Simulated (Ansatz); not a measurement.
Geometry optimisation, UKS BLYP-D4/STO-3G (Ansatz 0.2.0).

input.yaml

```yaml
crystal:
  periodic: [false, false, false]
  atoms:
    - { symbol: C, position_ang: [0.0586, -1.906, 0.0884] }
    - { symbol: Si, position_ang: [0.5328, -0.1155, -0.3226] }
    - { symbol: O, position_ang: [1.8892, 0.3047, 0.5897] }
    - { symbol: Al, position_ang: [1.133, 0.0292, -2.6227] }
    - { symbol: C, position_ang: [-0.8499, 1.0802, 0.0236] }
    - { symbol: Si, position_ang: [-1.2421, 1.1217, 1.8674] }
    - { symbol: H, position_ang: [-0.8914, -2.1009, -0.4764] }
    - { symbol: H, position_ang: [-0.1368, -1.9393, 1.1591] }
    - { symbol: H, position_ang: [0.8181, -2.5478, -0.1792] }
    - { symbol: H, position_ang: [2.5992, -0.3812, 0.3926] }
    - { symbol: H, position_ang: [0.9141, -1.2787, -3.5188] }
    - { symbol: H, position_ang: [1.5602, 1.4126, -3.2315] }
    - { symbol: H, position_ang: [-1.8056, 0.8128, -0.5412] }
    - { symbol: H, position_ang: [-0.5702, 2.1172, -0.2567] }
    - { symbol: H, position_ang: [-2.2936, 2.0855, 2.1333] }
    - { symbol: H, position_ang: [-1.7121, -0.1853, 2.3079] }
    - { symbol: H, position_ang: [-0.0225, 1.4903, 2.6273] }
magnetization:
  spin_polarized: true
basis:
  gaussian: { orbitals: STO-3G }
hamiltonian:
  xc: blyp
  dispersion: d4
relax:
  f_tol: 0.02
  max_steps: 40
```

Command:

```bash
$ ansatz run input.yaml --threads 1 --pin off --max-ram 2048MiB --backend cpu --events-out ev --progress --plain --runs-dir out
```

Question: Where does it end, and by what steps?

Answer: The forces met the threshold. The force dipped under the threshold on the way, but the program's further checks kept it going. Limits of this set-up: minimal basis. After 16 steps the energy has fallen by 0.664 eV; H16 moved furthest, 0.85 Å.

| step | energy less start (eV) | largest force component (eV/Å) | accepted |
| --- | --- | --- | --- |
| 0 | 0.0000 | 3.343 | yes |
| 1 | -0.5612 | 0.627 | yes |
| 2 | -0.6444 | 0.174 | yes |
| 3 | -0.6488 | 0.060 | yes |
| 4 | -0.6506 | 0.026 | yes |
| 5 | -0.6523 | 0.066 | yes |
| 6 | -0.6535 | 0.109 | yes |
| 7 | -0.6553 | 0.147 | yes |
| 8 | -0.6571 | 0.146 | yes |
| 9 | -0.6549 | 0.253 | no |
| 10 | -0.6598 | 0.091 | yes |
| 11 | -0.6612 | 0.060 | yes |
| 12 | -0.6624 | 0.084 | yes |
| 13 | -0.6630 | 0.051 | yes |
| 14 | -0.6635 | 0.017 | yes |
| 15 | -0.6638 | 0.012 | yes |
| 16 | -0.6639 | 0.010 | yes |

```xyz
17
Properties=species:S:1:pos:R:3
C -0.085 -1.969 -0.080
Si 0.508 -0.183 -0.423
O 1.675 0.245 0.816
Al 1.202 0.117 -2.630
C -0.942 0.961 0.047
Si -1.040 1.297 1.907
H -0.911 -2.250 -0.760
H -0.456 -2.079 0.955
H 0.721 -2.713 -0.223
H 2.428 -0.465 0.691
H 1.140 -1.022 -3.629
H 1.734 1.457 -3.100
H -1.892 0.501 -0.285
H -0.867 1.929 -0.484
H -2.301 1.947 2.237
H -0.971 0.055 2.661
H 0.037 2.172 2.340
```

Whether the end is a true minimum wasn't checked by a vibrational analysis.

Run time: 110 s on 1 thread of Arm Neoverse V2, on a shared host, peak memory 0.19 GiB.
